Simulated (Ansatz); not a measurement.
Consider the redistribution: `FC(F)(F)OB(Cl)Cl` + `N[SiH2][InH2]` → `FC(F)(F)OBCl` + `N[SiH](Cl)[InH2]`.

Isolated molecules relaxed with PBE0-D4/def2-TZVP in Ansatz; ΔE leaves out vibrations. CBS: MP2 limit from def2 TZ/QZ plus the TZ coupled-cluster correction, frozen cores. Functionals use def2-TZVPP. Elements past krypton have def2 core potentials. For In outer-core shells are correlated without core-valence functions, which leaves a few kJ/mol of doubt a bond. One conformer a species, not always the lowest.

(1) Is it downhill or uphill in electronic energy at CCSD(T)/CBS, and by how much? (An estimate is asked.)

(2) What do these levels give: PBE-D4, ωB97M-V, PBE, r2SCAN, PBE0, HF/def2-TZVPP, MP2/def2-TZVPP, SCS-MP2/def2-TZVPP, CCSD/def2-TZVPP, HF/def2-QZVPP, SCS-MP2/def2-QZVPP, CCSD/CBS(def2)? (Best estimate.)

Largest T1 diagnostic among the species: 0.013.

Results:

(1) Ansatz gave: Downhill: ΔE = -12.2 kcal/mol.

(2) Computed: PBE-D4 -10.6, ωB97M-V -11.6, PBE -10.9, r2SCAN -11.1, PBE0 -11.3, HF/def2-TZVPP -13.9, MP2/def2-TZVPP -11.4, SCS-MP2/def2-TZVPP -11.7, CCSD/def2-TZVPP -11.5, HF/def2-QZVPP -14.1, SCS-MP2/def2-QZVPP -12.4, CCSD/CBS(def2) -12.6 kcal/mol.

In def2-TZVPP, CCSD(T) changes the Hartree–Fock value by +2.8 kcal/mol (the triples alone add +0.4 kcal/mol) and MP2 by +2.5 kcal/mol.
